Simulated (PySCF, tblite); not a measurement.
Calculations on `[SiH2](S)O[C@@H](S[SiH3])[SiH3]`, in the order of a workflow; each names the level of the geometry that it ran on. Settings lines and outputs come from a driver script.

Compound: CH₁₀OS₂Si₃.
Atom-mapped SMILES: `[SiH3:1][S:2][C@@H:3]([SiH3:4])[O:5][SiH2:6][SH:7]` (hydrogens: H8, H9, H10 on Si1; H11 on C3; H12, H13, H14 on Si4; H15, H16 on Si6; H17 on S7)

Step 1: GFN2-xTB geometry optimisation, gas phase (tblite 0.8.0) (from a force-field or distance-geometry start)
```json
{"job": {"kind": "relax", "xc": "GFN2-xTB", "basis": "xTB"}, "charge": 0, "multiplicity": 1}
```
```
step      E/eV     max force
  0    -627.28466    2.531
  1    -627.53239    1.663
  2    -627.70306    1.221
...
234    -628.51826    0.018
235    -628.51831    0.016
236    -628.51836    0.010
237    -628.51839    0.012
238    -628.51842    0.009
```

Energy lowered by 28.5 kcal/mol over 238 steps; largest atomic force 0.009 eV/Å at the end. «max force» is the largest atomic force in eV/Å.

Time: 4.5 s. Hardware: one thread of an Arm Neoverse N1, no GPU, shared host with 64 logical CPUs at a one-minute load of 62.

Step 2: GFN2-xTB harmonic vibrations, gas phase (tblite 0.8.0) (on the GFN2-xTB geometry)
```json
{"job": {"kind": "ir", "xc": "GFN2-xTB", "basis": "xTB"}, "charge": 0, "multiplicity": 1}
```
```
(table of modes left out)
```

45 modes from 25 to 2899 cm⁻¹ (unscaled, harmonic); zero-point energy 61.0 kcal/mol; all wavenumbers are real at this level.

Time: 1.6 s. Hardware: an Arm Neoverse N1 with one thread, no GPU, shared host with 64 logical CPUs at a one-minute load of 62.

Step 3: TDDFT PBE0/def2-SVPD, vertical, gas phase, core orbitals frozen in the response (PySCF 2.14.0, density-fitted response routines) (on the GFN2-xTB geometry)
```json
{"job": {"kind": "uv", "xc": "PBE0", "basis": "def2-SVPD", "nstates": 8, "ntriplets": 3}, "charge": 0, "multiplicity": 1}
```
```
...
Static polarisability (au): isotropic 138.142, principal 113.283 143.567 157.576
Singlet excitations
state   eV       nm        f      main configurations
  1   5.6823    218.2   0.02209   H-1->L 0.78, H->L 0.15
  2   5.8984    210.2   0.00466   H->L 0.61, H-1->L 0.13
  3   6.1159    202.7   0.00780   H-1->L+1 0.49, H->L+1 0.25, H->L+2 0.10
  4   6.1676    201.0   0.00616   H-1->L+1 0.31, H->L+2 0.25, H->L+3 0.18
  5   6.2994    196.8   0.00123   H-2->L 0.87, H-2->L+1 0.08
  6   6.4306    192.8   0.00109   H->L+2 0.34, H->L+1 0.28, H->L+4 0.16
  7   6.4968    190.8   0.01430   H->L+4 0.27, H->L+6 0.18, H->L+3 0.18
  8   6.5608    189.0   0.01720   H-1->L+2 0.77
Triplet excitations (Tamm-Dancoff, eV): 5.3255 5.6448 5.6883
```

HOMO -7.26 eV, LUMO -0.44 eV; lowest singlet 5.68 eV; lowest triplet 5.33 eV (Tamm–Dancoff); mean polarisability 138.1 au.

On one thread of an Arm Neoverse N1, on a shared host, this took 1.8 min and 1.0 GiB of memory at its peak.

Geometry of the electronic-property runs (GFN2-xTB):
```
atom  x, y, z in Å
Si1   -2.050    1.929   -0.341
S2    -1.308    0.053   -1.083
C3    -0.594   -0.629    0.455
Si4   -0.449   -2.534    0.245
O5     0.616   -0.034    0.770
Si6    1.763    0.458   -0.245
S7     3.351    0.796    1.140
H8    -3.080    1.605    0.641
H9    -0.946    2.648    0.279
H10   -2.558    2.573   -1.537
H11   -1.292   -0.381    1.262
H12    0.269   -2.786   -1.000
H13    0.280   -3.025    1.411
H14   -1.821   -3.030    0.187
H15    1.447    1.720   -0.905
H16    2.158   -0.559   -1.213
H17    4.208    1.208    0.222
```

 (This holds for the electronic-property runs.)

One conformer stands for the species.
